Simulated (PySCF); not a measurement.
Polarisability and C₆ of Cu⁺ (copper, charge +1)

[Ar] 3d10, closed-shell 1S. Calculation: PySCF 2.14, in ANO-RCC-VTZP; the spin-free X2C one-electron Hamiltonian (Gaussian nucleus). Coupled (time-dependent) response in atomic units; α is the mean over directions. The basis has no added diffuse functions, which lowers α and C₆.

```tsv
method	mean α (bohr³)	C₆ (like pair)	S(−4)
UHF	4.634	13.21	19.53
PBE	6.974	19.27	63.86
PBE0	6.134	17.18	43.79
M06-2X	5.607	15.83	33.35
```

S(−4) is the Cauchy moment in α(ω) = α(0) + S(−4) ω² + …

α(iu) at M06-2X:

```csv
u (hartree),α(iu) (bohr³)
0,5.607
0.0500,5.525
0.100,5.299
0.200,4.605
0.300,3.885
0.500,2.867
0.750,2.210
1.00,1.857
1.50,1.456
2.00,1.195
3.00,0.8332
5.00,0.4440
```

For an ion, C₆ is the dispersion term alone; charge-induced terms of lower order in 1/R come first.
